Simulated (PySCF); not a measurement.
The dipole of `CN(C)[SiH2][C@@H](F)CCF` from its density and from atomic charges.

Coordinates (GFN2-xTB, Å) and charges (e) from the PBE0/pcSseg-1 density (PySCF):

```csv
atom,x,y,z,Mulliken,IAO,Hirshfeld,ESP-fitted
C1,2.764,-1.189,0.332,-0.0660,-0.2977,-0.0703,-0.4099
N2,1.749,-0.205,0.051,-0.7910,-0.5090,-0.1785,-0.2243
C3,2.280,0.923,-0.680,-0.0814,-0.2992,-0.0705,-0.2985
Si4,0.103,-0.691,-0.032,+0.8043,+0.8687,+0.3386,+0.4323
C5,-0.926,0.931,0.070,-0.1367,-0.0937,-0.0241,+0.0442
F6,-1.015,1.505,-1.202,-0.3491,-0.3407,-0.1172,-0.2260
C7,-2.341,0.744,0.593,-0.2615,-0.2849,-0.0866,-0.2016
C8,-3.121,-0.289,-0.203,+0.1457,+0.0356,+0.0253,+0.2152
F9,-2.702,-1.560,0.117,-0.3382,-0.3250,-0.0972,-0.2671
H10,3.577,-0.730,0.900,+0.1074,+0.1343,+0.0391,+0.1425
H11,2.336,-1.997,0.916,+0.1131,+0.1434,+0.0448,+0.1519
H12,3.186,-1.612,-0.587,+0.0964,+0.1168,+0.0315,+0.1450
H13,2.722,0.612,-1.634,+0.0955,+0.1187,+0.0324,+0.1187
H14,3.059,1.411,-0.088,+0.1069,+0.1325,+0.0380,+0.1231
H15,1.494,1.641,-0.889,+0.1304,+0.1479,+0.0394,+0.1111
H16,-0.124,-1.472,1.183,-0.1043,-0.1343,-0.0832,-0.0998
H17,-0.310,-1.398,-1.253,-0.1036,-0.1532,-0.0896,-0.0808
H18,-0.422,1.686,0.684,+0.1290,+0.1446,+0.0407,+0.0751
H19,-2.882,1.692,0.538,+0.1297,+0.1500,+0.0479,+0.0818
H20,-2.287,0.429,1.635,+0.1359,+0.1541,+0.0496,+0.0897
H21,-2.959,-0.163,-1.277,+0.1207,+0.1477,+0.0420,+0.0359
H22,-4.191,-0.249,0.024,+0.1169,+0.1433,+0.0476,+0.0416
```

Compute μ = Σ q r for each scheme (1 e·Å = 4.803 D) and compare with the dipole of the full density.

The full density gives (0.09, 0.96, 0.89) D, 1.31 D in size; dipole vectors point from the negative to the positive end.

| scheme | μx | μy | μz | size (D) | share of the full size (%) | angle to the full dipole (°) |
| --- | --- | --- | --- | --- | --- | --- |
| Mulliken | 0.39 | -0.21 | 1.21 | 1.28 | 98 | 57 |
| IAO | -0.58 | 0.54 | 1.76 | 1.93 | 147 | 37 |
| Hirshfeld | -0.24 | 0.34 | 0.67 | 0.79 | 60 | 29 |
| ESP-fitted | 0.13 | 0.96 | 0.87 | 1.30 | 99 | 2 |

Which set comes closest?

Length of the difference vector: ESP-fitted 0.04 D, Hirshfeld 0.74 D, IAO 1.18 D, Mulliken 1.24 D. Closest: ESP-fitted. 

What is left for the Hirshfeld atoms' own dipoles?

The Hirshfeld atoms' densities add up to the full density, so μ = Σ q r + Σ (atomic dipoles). The atomic dipoles sum to (0.09, 0.96, 0.89) − (-0.24, 0.34, 0.67) = (0.33, 0.62, 0.22) D, 0.74 D in size.

With the origin at the mean of the coordinates, (0.000, 0.001, -0.036) Å, which are the largest single terms, by size, of the Hirshfeld dipole along the direction of the full one?

H17 +0.80, Si4 -0.80, F9 +0.57, C7 -0.33, H18 +0.33 D; all 22 atoms together +0.69 D. The single terms depend on the origin, their sum doesn't.

Give the size of the full dipole in other units.

1.31 D = 0.516 au = 0.273 e·Å = 4.38 × 10⁻³⁰ C·m.

Geometry: GFN2-xTB, one conformer, isolated molecule.

The values belong to the conformer `[CH3:1][N:2]([CH3:3])[SiH2:4][C@@H:5]([F:6])[CH2:7][CH2:8][F:9]`: C1–N2–Si4–C5 165°, N2–Si4–C5–F6 84°, Si4–C5–C7–C8 -55°, C5–C7–C8–F9 75°.
